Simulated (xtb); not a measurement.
F2Ge (SMILES [F][Ge][F]), singlet, at a GFN2-xTB geometry. Base run: GFN2-xTB run with xtb.

Geometry (Å):
```xyz
3

Ge     0.0133    -0.0112     0.4389
F      0.6247     1.1709    -0.7706
F     -0.6721    -1.1311    -0.7900
```
All else is at xtb's defaults.
Base energy -11.53968 Eh.

Variants of this job, named by their change:

```json
[
 {"change": "base", "ΔE vs base (kJ/mol)": "0.00", "HOMO-LUMO gap (eV)": "4.97", "dipole (D)": "4.09", "G_solv (kcal/mol)": "-", "SCF cycles": "12"},
 {"change": "acc = 30", "ΔE vs base (kJ/mol)": "0.00", "HOMO-LUMO gap (eV)": "4.97", "dipole (D)": "4.09", "G_solv (kcal/mol)": "-", "SCF cycles": "10"},
 {"change": "acc = 1000", "ΔE vs base (kJ/mol)": "0.02", "HOMO-LUMO gap (eV)": "4.98", "dipole (D)": "4.09", "G_solv (kcal/mol)": "-", "SCF cycles": "8"},
 {"change": "alpb = acetone", "ΔE vs base (kJ/mol)": "-11.66", "HOMO-LUMO gap (eV)": "5.04", "dipole (D)": "4.20", "G_solv (kcal/mol)": "-2.86", "SCF cycles": "10"},
 {"change": "alpb = dmf", "ΔE vs base (kJ/mol)": "-12.19", "HOMO-LUMO gap (eV)": "5.05", "dipole (D)": "4.20", "G_solv (kcal/mol)": "-2.99", "SCF cycles": "10"},
 {"change": "gbsa = toluene", "ΔE vs base (kJ/mol)": "-13.70", "HOMO-LUMO gap (eV)": "5.07", "dipole (D)": "4.23", "G_solv (kcal/mol)": "-3.40", "SCF cycles": "10"}
]
```

ALPB and GBSA are two models with their own fitted parameters for each solvent, which aren't always the measured dielectric constant.
